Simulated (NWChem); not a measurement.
Species: octasulfur (S8); SMILES S1SSSSSSS1

Q: Give the equilibrium geometry at B3LYP/6-31G* (spherical d) (NWChem) as a Z-matrix, with the point group.

A: point group Cs; any orientation.
```
S
S 1 2.0787
S 1 2.0788 2 114.92
S 3 2.1606 1 107.56 2 -83.84
S 4 2.0847 3 106.73 1 -40.63
S 5 2.1088 4 105.23 3 108.54
S 6 2.1088 5 112.54 4 -88.67
S 7 2.0846 6 105.23 5 88.68
```
